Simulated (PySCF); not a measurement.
## Excited states of Hg (mercury, neutral)

Ground state [Xe] 4f14 5d10 6s2, ¹S. All numbers are calculated (PySCF 2.14, a scalar-relativistic core potential, in def2-TZVP with the def2 core potential (60 electrons) (6s5p3d1f, 43 functions)). Vertical excitation energies in eV without spin-orbit coupling; excited terms of each kind are numbered among those the solver found. Frozen: 5s2 5p6.

```tsv
term	leading excitation	EOM-EE-CCSD
1 3P°	6s → p	5.104
1 1P°	6s → p	6.721
2 3P°	5d → p	9.715
1 3F°	5d → p	10.147
1 1F°	5d → p	10.371
2 1P°	5d → p	10.425
1 3S	6s → s	10.435
1 1D°	5d → p	10.641
1 3D°	5d → p	10.691
1 1S	6s → s	11.376
```

The spin-orbit splitting of the hole, absent here, rivals or exceeds the spacing of these terms, so the LS terms are model states.

Only the lower part of the computed list is shown. Doubly excited terms such as np² are absent. The solver can miss terms. Rydberg members are limited by the diffuse functions of the basis.
